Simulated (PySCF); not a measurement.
## MoBr₂: calculation against measurement

Isolated MoBr₂, optimised in PySCF with density fitting and no spin–orbit coupling; def2 sets carry scalar-relativistic core potentials from Rb on. All levels below give a quintet of C2v symmetry: PBE/def2-TZVP Mo–Br 2.410 Å (×2), Br–Mo–Br 130.6°; PBE0/def2-SVP Mo–Br 2.420 Å (×2), Br–Mo–Br 131.9°.

Formally Mo is in oxidation state +2, d4, with 4 unpaired electrons (the high-spin count). The Mulliken spin on Mo is 4.01. The polar-tensor charge on Mo, 0.95, is far below the formal one.

The tabulated gas-phase entropy at 298.15 K and 1 bar is 320.95 J/(mol K) (Chase, 1998, NIST Chemistry WebBook). What do rigid-rotor harmonic-oscillator sums give?

PBE/def2-TZVP 340.7, PBE0/def2-SVP 340.8 J/(mol K). Only the spin multiplicity enters the electronic part, so orbital degeneracy and low-lying levels are missing. Tables of this kind often rest on estimated structures and frequencies for high-temperature species, so a gap need not be the fault of the calculation.

ΔfH°(298 K) is 167.36 kJ/mol (Chase, 1998, NIST Chemistry WebBook), and for the gaseous atoms Mo 659.0, Br 111.8 kJ/mol (tabulated in the package mendeleev). Compare the atomisation enthalpy with the calculations.

From the tables it is 659.0 + 2 × 111.8 − (167.4) = 715 kJ/mol. To a computed De one adds −ZPE (-3.6), the atoms' spin–orbit lowering from NIST levels (-29.4) and the thermal terms (4.1), all taken at PBE/def2-TZVP.
```tsv
level	De (kJ/mol)	ΔatH°(298 K)	computed − tabulated
PBE/def2-TZVP	685	656	-59
PBE0/def2-SVP	650	621	-95
```

 With open d or f shells other occupations or spin states may lie lower.
